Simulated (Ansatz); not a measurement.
`C=C[SiH](C)F` from Hartree–Fock to CCSD(T)

```xyz
12

C     1.994   -0.823   -0.579
C     1.175   -0.282    0.319
Si   -0.283    0.744   -0.183
C    -1.886    0.074    0.468
F    -0.108    2.231    0.401
H     1.856   -0.660   -1.645
H     2.837   -1.448   -0.298
H     1.366   -0.478    1.374
H    -0.289    0.846   -1.666
H    -2.721    0.720    0.187
H    -2.074   -0.924    0.064
H    -1.866    0.000    1.559
```

The species carries charge 0 and has multiplicity 1. Geometry: relaxed with PBE0-D4/def2-TZVP. It is one conformer, not always the lowest. Frozen core, restricted reference, the Gaussian-basis code of Ansatz. CBS rows extrapolate triple and quadruple zeta; past MP2 they add the triple-zeta difference.

| basis | HF (Eh) | MP2 corr. | CCSD corr. | (T) | CCSD(T) total |
| --- | --- | --- | --- | --- | --- |
| def2-SVP | ? | ? | -0.74347 | -0.02038 | ? |
| def2-TZVPP | -506.21886 | ? | -0.91531 | -0.03451 | ? |
| def2-QZVPP | -506.23838 | -0.93656 | – | – | – |
| CBS(def2) | ? | -0.98528 | -1.02980 | as TZ | ? |

Q: Fill in the withheld values. (Best estimate.)

A: The calculation gave: def2-SVP HF (Eh): -505.84942; def2-SVP MP2 corr.: -0.68990; def2-SVP CCSD(T) total: -506.61327; def2-TZVPP MP2 corr.: -0.87079; def2-TZVPP CCSD(T) total: -507.16868; CBS(def2) HF (Eh): -506.24107; CBS(def2) CCSD(T) total: -507.30538.
